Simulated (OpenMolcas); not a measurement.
**neutral cadmium: effect of the basis set**

```
Program             : OpenMolcas
Method              : SS-CASPT2, IPEA 0.25 Eh, imaginary shift 0.1 Eh (closed shells correlated: 4d)
Active space        : 2 electrons in 4 orbitals (5s 5p)
State averaging     : 2S+1 = 3 even, 3 roots (0 in the spin-orbit step); 2S+1 = 1 even, 1 root; 2S+1 = 3 odd, 3 roots; 2S+1 = 1 odd, 3 roots (0 in the spin-orbit step)
Spin-orbit coupling : RASSI with atomic mean-field integrals over the reference wave functions, term energies averaged over their components
```

A. ANO-R1 [6s4p3d1f], X2C, finite nucleus; CASPT2 step roughly 0.9 core-seconds
B. ANO-R2 [7s5p4d2f1g], X2C, finite nucleus; CASPT2 step of the order of 0.9 core-seconds
C. ANO-R3 [8s6p5d3f2g1h], X2C, finite nucleus; CASPT2 step about 1.8 core-seconds

Energies in cm⁻¹ above 5s² ¹S₀, the measured ground level; measured values from NIST Handbook of Basic Atomic Spectroscopic Data.

```json
{"Level": "5s² ¹S₀", "A": "0.0", "B": "0.0", "C": "0.0", "Measured": "0.0"}
{"Level": "5s 5p ³P°₀", "A": "47472", "B": "47620", "C": "47415", "Measured": "30114"}
{"Level": "5s 5p ³P°₁", "A": "48702", "B": "48715", "C": "48525", "Measured": "30656"}
{"Level": "5s 5p ³P°₂", "A": "51161", "B": "50904", "C": "50745", "Measured": "31827"}
```

Deviations, from unrounded energies. A percentage is the sum of absolute deviations over the sum of measured energies, with the sign that they share, or ± where signs differ.

| Against measurement | Levels | A | B | C |
| --- | --- | --- | --- | --- |
| mean absolute deviation (cm-1) | 3 | 18000 | 18000 | 18000 |
| other configurations (%) | 3 | +59.1 | +59.0 | +58.4 |

A, B, C lie about equally close to measurement. The largest miss of C in the table is 5s 5p ³P°₂, by +19000 cm-1. The ranking rests on the paired levels alone, and a cruder setting can come out closer through cancelling errors.

Among A to C the level of the table that moves most is 5s 5p ³P°₂, by 420 cm-1 (lowest in C, highest in A).

Some high roots are left out of the spin-orbit mixing, which shifts the levels that they would mix with. The ANO-R sets hold no well-fitted valence p shell for this element, so s → p excitations can come out far too high. Computed and measured levels are paired by configuration, term and J; levels that our copy of the source lacks, or whose pairing is in doubt (as where it misses far off the trend of its configuration), stay unpaired and out of the deviations. Levels of configurations outside the active space are missing.

° marks odd parity.
